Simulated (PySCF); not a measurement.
Predicted microwave data (PySCF, PBE0-D3(BJ)/def2-SVP geometry optimisation, gas phase) for one isomer of C3H9B:

* Rotational constants: A = 8004, B = 7951, C = 4405 MHz
* Dipole components: |μa| = 0.06 D, |μb| = 0.66 D, |μc| = 0.26 D
* Inertial defect: -11.97 u·Å²
* κ: 0.97

Question: Which structure is it? (One computed conformer of each.)
A. BH2(nPr), `BCCC`
B. trimethylborane, `CB(C)C`
C. `[BH2:1][CH:2]([CH3:3])[CH3:4]` with H–B1–C2–C3 163° and -24°
D. `[BH2:1][CH2:2][CH2:3][CH3:4]` with H–B1–C2–C3 2° and -179°, B1–C2–C3–C4 -179°
E. `[CH3:1][BH:2][CH2:3][CH3:4]` with C1–B2–C3–C4 -2°

Answer: C. It is BC(C)C, a near-oblate asymmetric top, point group Cs. The candidates at the same level (rigid rotor, commonest isotopes):

| SMILES | A (MHz) | B (MHz) | C (MHz) | μa (D) | μb (D) | μc (D) | Δ (u·Å²) | point group | rotor |
| --- | --- | --- | --- | --- | --- | --- | --- | --- | --- |
| BCCC | 25186 | 3731 | 3456 | 0.62 | 0.32 | 0.00 | -9.27 | – | near-prolate asymmetric top |
| CB(C)C | 7351 | 7219 | 3903 | 0.02 | 0.05 | 0.08 | -9.26 | – | – |
| CBCC | 13359 | 4730 | 3731 | 0.19 | 0.37 | 0.13 | -9.23 | – | asymmetric top |
| BC(C)C | 8004 | 7951 | 4405 | 0.06 | 0.66 | 0.26 | -11.97 | Cs | near-oblate asymmetric top |
| [H]B([H])CCC | 23006 | 3881 | 3650 | 0.79 | 0.22 | 0.03 | -13.74 | near Cs | near-prolate asymmetric top |

`[H]B([H])CCC` has A 187 % too high; `CBCC` has A 67 % too high; `BCCC` has A 215 % too high; `CB(C)C` has C 11 % too low. No structure here is proved a minimum.
